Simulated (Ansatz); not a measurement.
`C#C[SiH]F`• → 2 C• + F• + 2 H• + Si•  (atomization)

Program: Ansatz. Geometries: PBE0-D4/def2-TZVP. ΔE: electronic, gas phase. CCSD(T)/CBS adds triple-zeta CCSD(T) − MP2 to the extrapolated MP2 energy (def2 sets, frozen cores). This one scheme is used for every species, atoms too. DFT in def2-TZVPP. B3LYP here is the variant with VWN-RPA as its local correlation; programs differ in this. Open shells (•) are unrestricted, without spin–orbit coupling. Spin–orbit coupling would lower the free atoms: a little for C, F, Si.

`C#C[SiH]F`•:

```xyz
6

C    -0.809   -0.056    1.535
C    -0.224   -0.093    0.478
Si    0.708   -0.348   -1.048
F     1.834    0.780   -1.191
H    -1.331   -0.010    2.464
H    -0.178   -0.273   -2.237
```

| level | ΔE (eV) | difference from CCSD(T)/CBS |
| --- | --- | --- |
| PBE-D4 | 26.01 | 0.77 |
| B3LYP-D4 | 25.24 | 0.00 |
| PBE-QIDH | 25.13 | -0.11 |
| B3LYP | 25.06 | -0.18 |
| r2SCANh | 25.17 | -0.07 |
| r2SCAN0 | 24.80 | -0.44 |
| BHLYP | 24.13 | -1.11 |
| CAM-B3LYP | 25.23 | -0.01 |
| HF/CBS(def2) | 18.58 | -6.66 |
| CCSD/CBS(def2) | 24.74 | -0.50 |
| CCSD(T)/CBS | 25.24 | 0 |

**Question.** What do rigid-rotor, harmonic-oscillator terms from PBE0-D4/def2-TZVP frequencies (298.15 K, 1 bar) make of the CCSD(T)/CBS value? (An estimate is asked.)

**Answer.** Computed: ΔZPE = -0.80 eV, ΔH = +24.66 eV, ΔS = 572 J/(mol·K), ΔG = +22.89 eV. Open shells count their whole term as degenerate.

Largest T1 diagnostic among the species: 0.024.

In def2-TZVPP, CCSD(T) changes the Hartree–Fock value by +6.00 eV (the triples alone add +0.49 eV) and MP2 by +6.81 eV; breaking electron pairs costs correlation energy, which Hartree–Fock lacks. From r2SCAN to r2SCAN0 (25 % exact exchange), in def2-TZVPP and without D4, ΔE moves by −0.63 eV: exact exchange takes away binding that semilocal exchange gives to molecules.

For atomizations the MP2-based limit and the directly extrapolated one differ by several kJ/mol either way, and by 10 to 25 for some Ge, Se and Sn compounds, so smaller differences from it don't rank the levels.
